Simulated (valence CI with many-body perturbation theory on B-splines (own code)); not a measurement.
E1 line list for Ru37+

Method: configuration interaction combined with many-body perturbation theory (CI+MBPT): five valence electrons over a frozen Dirac-Fock core [He], a basis of 11 s, 11 p, 10 d, 8 f, 5 g, 2 h functions for each j, with the one-electron correlation potential Σ1 (screened to all orders), the two-electron term Σ2, the three-electron term Σ3, Breit, model QED; selected single and double excitations, second order for the rest, scaled by the run's own slope (own B-spline code, finite nucleus).

No measured spectrum was set against this ion. As an estimate, large intervals hold to a few tenths of a per cent, small ones and those within an open d or f shell to about a per cent. Among the levels kept, up to 11000 cm⁻¹ of a level comes from second order outside the variational space, and about a tenth of that is noise between levels of different J, which matters for small intervals.

Lines 101 to 150 of 571 in falling wavelength, among levels below 268.07 Ry, chosen from the strongest by gf and those to the six lowest levels. Wavelengths and rates use the calculated energies. Electric multipoles are in the length gauge, E1 and E2 with the static RPA response of the core. Weak lines are less certain than strong ones. Lines between different terms over intervals too small for the method are left out, as are lines whose strength nearly cancels. The highest levels of a list are the least certain.

Levels are named by their leading jj configuration (3d3/2^4 stands for four electrons in 3d with j = 3/2), which in mixed levels can hold well under half, so a name can repeat and another be missing. Letters in brackets count levels of one name in rising energy.

```csv
λ vac (nm),Upper,Lower,A (s⁻¹),S (a.u.) with core polarisation,S without
13.51,(2s 2p1/2 2p3/2^2 3p3/2) J=5/2 [a],(2s 2p1/2 2p3/2^2 3s) J=5/2 [a],9.90e+09,7.22e-02,7.23e-02
13.47,(2s^2 2p1/2 2p3/2 3p3/2) J=3/2 [b],(2s^2 2p1/2 2p3/2 3s) J=3/2 [b],1.16e+10,5.58e-02,5.58e-02
13.41,(2s^2 2p3/2^2 3d3/2) J=5/2,(2s^2 2p3/2^2 3p1/2) J=5/2,8.16e+09,5.83e-02,5.83e-02
13.40,(2s^2 2p1/2 2p3/2 3d3/2) J=3/2 [b],(2s^2 2p1/2 2p3/2 3p1/2) J=3/2 [b],8.30e+09,3.94e-02,3.94e-02
13.37,(2s 2p1/2 2p3/2^2 3d5/2) J=7/2 [a],(2s 2p1/2 2p3/2^2 3p1/2) J=5/2 [a],8.36e+09,7.88e-02,7.88e-02
13.35,(2s 2p1/2^2 2p3/2 3d3/2) J=5/2 [a],(2s 2p1/2^2 2p3/2 3p1/2) J=3/2 [a],8.89e+09,6.27e-02,6.27e-02
13.33,(2s 2p1/2 2p3/2^2 3p3/2) J=5/2 [d],(2s 2p1/2 2p3/2^2 3s) J=3/2 [c],1.27e+10,8.94e-02,8.94e-02
13.31,(2s^2 2p1/2 2p3/2 3p3/2) J=3/2 [a],(2s^2 2p1/2 2p3/2 3s) J=1/2,1.13e+10,5.27e-02,5.27e-02
13.30,(2s 2p1/2 2p3/2^2 3p3/2) J=5/2 [e],(2s 2p1/2 2p3/2^2 3s) J=3/2 [d],1.88e+10,1.31e-01,1.31e-01
13.28,(2s 2p1/2 2p3/2^2 3p3/2) J=5/2 [d],(2s 2p1/2 2p3/2^2 3s) J=5/2 [c],6.67e+09,4.63e-02,4.63e-02
13.26,(2s 2p1/2 2p3/2^2 3p3/2) J=3/2 [d],(2s 2p1/2 2p3/2^2 3s) J=3/2 [b],9.46e+09,4.36e-02,4.36e-02
13.19,(2s 2p1/2 2p3/2^2 3d5/2) J=5/2 [e],(2s 2p1/2 2p3/2^2 3p1/2) J=3/2 [c],6.33e+09,4.30e-02,4.30e-02
13.15,(2s 2p1/2^2 2p3/2 3d3/2) J=3/2 [a],(2s 2p1/2^2 2p3/2 3p1/2) J=3/2 [a],1.51e+10,6.78e-02,6.78e-02
13.15,(2s 2p1/2 2p3/2^2 3p3/2) J=3/2 [e],(2s 2p1/2 2p3/2^2 3s) J=3/2 [d],9.89e+09,4.43e-02,4.43e-02
13.14,(2s 2p1/2 2p3/2^2 3p3/2) J=9/2,(2s 2p1/2^2 2p3/2 3d3/2) J=7/2,3.70e+09,4.14e-02,4.14e-02
13.12,(2s 2p1/2 2p3/2^2 3d3/2) J=9/2,(2s 2p1/2 2p3/2^2 3p1/2) J=7/2,1.52e+10,1.69e-01,1.69e-01
13.12,(2s 2p1/2 2p3/2^2 3d3/2) J=7/2 [c],(2s 2p1/2 2p3/2^2 3p1/2) J=5/2 [c],1.16e+10,1.04e-01,1.04e-01
13.11,(2s 2p1/2 2p3/2^2 3p3/2) J=3/2 [a],(2s^2 2p3/2^2 3p3/2) J=3/2 [b],8.32e+09,3.70e-02,3.71e-02
13.11,(2s 2p1/2 2p3/2^2 3s) J=3/2 [a],(2s^2 2p3/2^2 3s) J=1/2,8.68e+09,3.86e-02,3.86e-02
13.07,(2s 2p1/2^2 2p3/2 3d3/2) J=1/2 [a],(2s 2p1/2^2 2p3/2 3p1/2) J=3/2 [a],1.96e+10,4.32e-02,4.32e-02
13.05,(2s 2p1/2 2p3/2^2 3p3/2) J=3/2 [c],(2s 2p1/2 2p3/2^2 3s) J=1/2 [a],2.05e+10,8.98e-02,8.98e-02
13.02,(2s 2p1/2^2 2p3/2 3p3/2) J=3/2 [b],(2s 2p1/2^2 2p3/2 3s) J=3/2 [b],1.30e+10,5.67e-02,5.68e-02
12.99,(2s^2 2p3/2^2 3d3/2) J=3/2 [a],(2s^2 2p3/2^2 3p1/2) J=3/2,1.30e+10,5.64e-02,5.64e-02
12.98,(2s 2p1/2^2 2p3/2 3d3/2) J=5/2 [b],(2s 2p1/2^2 2p3/2 3p1/2) J=3/2 [b],2.03e+10,1.31e-01,1.31e-01
12.93,(2s^2 2p1/2 2p3/2 3d3/2) J=5/2,(2s^2 2p1/2 2p3/2 3p1/2) J=3/2 [a],1.48e+10,9.45e-02,9.45e-02
12.92,(2s^2 2p3/2^2 3d3/2) J=5/2,(2s^2 2p3/2^2 3p1/2) J=3/2,7.14e+09,4.56e-02,4.56e-02
12.90,(2s^2 2p3/2^2 3d3/2) J=3/2 [b],(2s^2 2p3/2^2 3p1/2) J=1/2,1.53e+10,6.50e-02,6.50e-02
12.89,(2s 2p1/2 2p3/2^2 3d3/2) J=3/2 [a],(2s 2p1/2 2p3/2^2 3p1/2) J=3/2 [a],1.61e+10,6.81e-02,6.81e-02
12.87,(2s 2p3/2^3 3p3/2) J=5/2,(2s 2p3/2^3 3s) J=5/2,1.60e+10,1.01e-01,1.01e-01
12.87,(2s^2 2p3/2^2 3d3/2) J=7/2,(2s^2 2p3/2^2 3p1/2) J=5/2,1.58e+10,1.33e-01,1.33e-01
12.86,(2s 2p1/2 2p3/2^2 3d5/2) J=5/2 [c],(2s 2p1/2 2p3/2^2 3p1/2) J=3/2 [b],6.51e+09,4.11e-02,4.11e-02
12.86,(2s^2 2p1/2^2 3p3/2) J=3/2,(2s^2 2p1/2^2 3s) J=1/2,2.92e+10,1.23e-01,1.23e-01
12.85,(2s 2p1/2 2p3/2^2 3d3/2) J=3/2 [c],(2s 2p1/2 2p3/2^2 3p1/2) J=1/2 [a],1.65e+10,6.91e-02,6.91e-02
12.81,(2s 2p1/2 2p3/2^2 3p3/2) J=3/2 [f],(2s 2p1/2 2p3/2^2 3s) J=1/2 [c],9.57e+09,3.97e-02,3.97e-02
12.78,(2s^2 2p1/2 2p3/2 3d3/2) J=7/2,(2s^2 2p1/2 2p3/2 3p1/2) J=5/2,1.54e+10,1.27e-01,1.27e-01
12.74,(2s 2p1/2 2p3/2^2 3d3/2) J=5/2 [a],(2s 2p1/2 2p3/2^2 3p1/2) J=3/2 [a],9.13e+09,5.59e-02,5.59e-02
12.69,(2s 2p1/2 2p3/2^2 3d3/2) J=1/2 [a],(2s 2p1/2 2p3/2^2 3p1/2) J=3/2 [a],2.11e+10,4.26e-02,4.26e-02
12.69,(2s 2p1/2 2p3/2^2 3p3/2) J=5/2 [b],(2s 2p1/2 2p3/2^2 3s) J=5/2 [b],1.98e+10,1.20e-01,1.20e-01
12.68,(2s^2 2p1/2^2 3d3/2) J=3/2,(2s^2 2p1/2^2 3p1/2) J=1/2,2.05e+10,8.25e-02,8.25e-02
12.64,(2s 2p1/2 2p3/2^2 3d5/2) J=7/2 [c],(2s 2p1/2 2p3/2^2 3p1/2) J=5/2 [c],6.12e+09,4.88e-02,4.88e-02
12.63,(2s 2p1/2^2 2p3/2 3p3/2) J=3/2 [b],(2s 2p1/2^2 2p3/2 3s) J=1/2,1.85e+10,7.34e-02,7.34e-02
12.62,(2s 2p1/2 2p3/2^2 3p3/2) J=3/2 [a],(2s 2p1/2 2p3/2^2 3s) J=3/2 [a],1.36e+10,5.39e-02,5.39e-02
12.62,(2s^2 2p3/2^2 3p3/2) J=3/2 [b],(2s^2 2p3/2^2 3s) J=1/2,1.06e+10,4.21e-02,4.21e-02
12.61,(2s 2p1/2 2p3/2^2 3d3/2) J=3/2 [d],(2s 2p1/2 2p3/2^2 3p1/2) J=1/2 [b],9.77e+09,3.87e-02,3.87e-02
12.54,(2s^2 2p1/2 2p3/2 3d3/2) J=3/2 [a],(2s^2 2p1/2 2p3/2 3p1/2) J=1/2,1.15e+10,4.47e-02,4.47e-02
12.51,(2s 2p1/2 2p3/2^2 3d5/2) J=5/2 [f],(2s 2p1/2 2p3/2^2 3p1/2) J=3/2 [c],7.63e+09,4.42e-02,4.42e-02
12.50,(2s 2p1/2 2p3/2^2 3d3/2) J=7/2 [b],(2s 2p1/2 2p3/2^2 3p1/2) J=7/2,8.86e+09,6.83e-02,6.83e-02
12.39,(2s^2 2p1/2 2p3/2 3p3/2) J=5/2 [b],(2s^2 2p1/2 2p3/2 3s) J=3/2 [b],1.87e+10,1.05e-01,1.05e-01
12.24,(2s 2p1/2 2p3/2^2 3d3/2) J=7/2 [a],(2s 2p1/2 2p3/2^2 3p1/2) J=5/2 [a],1.14e+10,8.27e-02,8.27e-02
12.20,(2s^2 2p1/2 2p3/2 3d3/2) J=1/2 [a],(2s^2 2p1/2 2p3/2 3p1/2) J=1/2,1.88e+10,3.38e-02,3.38e-02
```
